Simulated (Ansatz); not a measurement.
```yaml
crystal:
  periodic: [false, false, false]
  atoms:
    - {symbol: C, position_ang: [0.673331, -1.500431, 0.471161]}
    - {symbol: O, position_ang: [-0.508481, -0.563278, -0.234308]}
    - {symbol: Mo, position_ang: [-0.452096, 1.025792, -0.353066]}
    - {symbol: O, position_ang: [-1.800805, 1.045058, -1.162801]}
    - {symbol: Cl, position_ang: [-0.020858, 3.244623, -0.242293]}
    - {symbol: Cl, position_ang: [-0.963982, 1.251976, 1.683032]}
    - {symbol: Cl, position_ang: [1.231225, 0.949955, -1.727171]}
    - {symbol: H, position_ang: [1.586091, -1.633253, -0.187863]}
    - {symbol: H, position_ang: [0.704309, -1.530831, 1.500926]}
    - {symbol: H, position_ang: [0.239624, -2.719478, 0.138467]}
basis:
  gaussian: {orbitals: cc-pVTZ-DK}
total_charge: -2
hamiltonian: {xc: {name: PBE0-DH}}
accuracy: high
```

```sh
$ ansatz run in.yaml --threads 2 --pin off --events-out ev --progress --plain --max-ram 31744MiB --backend cuda --devices 0, --max-vram 18GiB
```

Shortened log:

```
Functional definition: PBE0-DH
5504 factors; integrals over basis functions are off by at most 9.6e-9 eV
mean field evaluation 1: about -152977.3135 eV, gradient 7.7e1 eV
mean field evaluation 2: about -152977.5384 eV, gradient 7.7e1 eV
mean field evaluation 4: about -152988.6753 eV, gradient 3.8e1 eV
mean field evaluation 8: about -152991.2314 eV, gradient 2.2e0 eV
mean field evaluation 16: about -152991.4239 eV, gradient 5.9e-1 eV
mean field evaluation 32: about -152991.4431 eV, gradient 4.2e-3 eV
mean field -152991.44311248 eV, -5622.3318330587 hartree, gradient 7.5e-8 eV, S^2 0.000000; 5 other end points of the search recorded, 0 dependent functions left out; unrestricted orbitals would lower it
32 core orbitals not correlated: weight in the atoms' cores, before any rotation towards them, 1.000 or more for the frozen orbitals, at most 0.000 for the correlated occupied ones
reference -152991.44311475 eV, -5622.3318331423 hartree; 28, 28 occupied and 251, 251 virtual orbitals, 5504 factors
second order -64.13111537 eV of doubles, -0.00000000 eV of singles
Total energy: -152999.45950417 eV, -5622.6264300199 hartree
Relativity: scalar
```

(1) What is wrong with this run?

Results:

(1) The charge is far from anything that the molecule holds. Self-consistency was reached. The result belongs to that input, not to the molecule as meant.
